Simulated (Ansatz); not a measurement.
Ansatz (a first-principles code) input for Be(NMe2)(SH) (C₂H₇BeNS), SMILES C[N](C)[Be][SH], CAM-B3LYP/def2-SVPD. The structure is a stationary point at r2SCAN-D4/def2-SVP. The structure was generated by enumeration; whether it is a known compound was not checked. One conformer was computed; it need not be the lowest.

Ansatz 0.2 input:
```yaml
crystal:
  periodic: [false, false, false]
  atoms:
    - {symbol: Be, position_ang: [-0.45400662, 0.02156228, 0.00000000]}
    - {symbol: N, position_ang: [1.05199915, 0.00672231, -0.00000000]}
    - {symbol: C, position_ang: [1.85631405, -0.00550039, 1.20529855]}
    - {symbol: C, position_ang: [1.85631404, -0.00550039, -1.20529855]}
    - {symbol: H, position_ang: [2.49737919, -0.90873756, 1.26203750]}
    - {symbol: H, position_ang: [2.52924993, 0.87433736, 1.25717242]}
    - {symbol: H, position_ang: [1.22030096, 0.00875256, 2.10497198]}
    - {symbol: H, position_ang: [2.52924992, 0.87433735, -1.25717243]}
    - {symbol: H, position_ang: [2.49737919, -0.90873755, -1.26203749]}
    - {symbol: H, position_ang: [1.22030096, 0.00875255, -2.10497197]}
    - {symbol: S, position_ang: [-2.36378402, 0.07829240, 0.00000000]}
    - {symbol: H, position_ang: [-2.49705203, -1.26868366, 0.00000000]}
basis:
  gaussian:
    orbitals: def2-SVPD
hamiltonian:
  xc: {name: CAM-B3LYP}
```

Log of the run:

```
WARN ansatz: RAYON_NUM_THREADS=1 ignored (pool sized by the plan → 1); use --threads N
Functional definition: CAM-B3LYP
integrals: 0.11 GiB planned
1388 factors; their error is unknown
integrals: 0.13 GiB planned
588 factors; integrals over basis functions are off by at most 1.9e-5 eV
mean field: 0.94 GiB planned
mean field evaluation 1: about -14902.9516 eV, gradient 4.9e1 eV
mean field evaluation 2: about -14900.3796 eV, gradient 6.1e1 eV
mean field evaluation 4: about -14908.5963 eV, gradient 2.3e0 eV
mean field evaluation 8: about -14908.6088 eV, gradient 3.4e-2 eV
mean field evaluation 16: about -14908.6300 eV, gradient 2.1e-5 eV
mean field -14908.62996746 eV, -547.8820458718 hartree, gradient 2.1e-5 eV, S^2 0.000000; 0 other end points of the search recorded, 0 dependent functions left out
reference -14908.63012160 eV, -547.8820515363 hartree; 23, 23 occupied and 132, 132 virtual orbitals, 1388 factors
Total energy: -14908.63012160 eV, -547.8820515363 hartree
```

The run converged.

Cost: around 5 core-seconds (rough).
